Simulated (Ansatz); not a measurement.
`[CH3][Zr]([F])([F])[F]` + H₂O → `[OH][Zr]([F])([F])[F]` + CH₄ at 600 K and 1 bar (formal hydrolysis of a Zr–C bond).

Program: Ansatz. Geometries: PBE0-D4/def2-TZVP. ΔE: electronic, gas phase. CBS: MP2 limit from def2 TZ/QZ plus the TZ coupled-cluster correction, frozen cores. This one scheme is used for every species. Elements past krypton have def2 core potentials. For Zr outer-core shells are correlated without core-valence functions, which leaves a few kJ/mol of doubt a bond. One conformer a species, not always the lowest.

| species | CCSD(T)/CBS energy (Eh) | H − E (kJ/mol) | S (J/(mol·K)) |
| --- | --- | --- | --- |
| `[CH3][Zr]([F])([F])[F]` | -386.47392 | 166.5 | 448.1 |
| H₂O | -76.37941 | 76.8 | 212.8 |
| `[OH][Zr]([F])([F])[F]` | -422.45878 | 103.7 | 425.7 |
| CH₄ | -40.46206 | 140.4 | 215.7 |

H − E and S are ideal-gas, rigid-rotor, harmonic terms from PBE0-D4/def2-TZVP, for one conformer and one mirror image of each species. 1 Eh = 2625.50 kJ/mol, R = 8.31446 J/(mol·K).

Task: By hand: ΔE, ΔH, ΔS and ΔG.

Result: ΔE = (-422.45878) + (-40.46206) − (-386.47392) − (-76.37941) = -0.06751 Eh = -177.2 kJ/mol. Δ(H − E) = 103.7 + 140.4 − 166.5 − 76.8 = 0.8, so ΔH = -176.4 kJ/mol. ΔS = 425.7 + 215.7 − 448.1 − 212.8 = -19.5 J/(mol·K). ΔG = -176.4 − 600 × (-19.5)/1000 = -164.7 kJ/mol.

Task: By hand: the equilibrium constant, and the temperature at which ΔG would vanish if ΔH and ΔS stayed fixed.

Result: log₁₀ K = −ΔG/(RT ln 10) = 14.3. ΔG = 0 at ΔH/ΔS = 9046 K, far beyond where these terms or the molecules hold.

ΔH outweighs TΔS. A doubt of 5 kJ/mol in ΔE shifts log₁₀ K by 0.4 here. Other conformers and mirror images would add mixing entropy, several J/(mol·K) or more a flexible species. These are equilibria of isolated gas molecules and say nothing of rates. Largest T1 diagnostic: 0.017 (customary marks: 0.02 for closed shells, 0.045 for open ones).
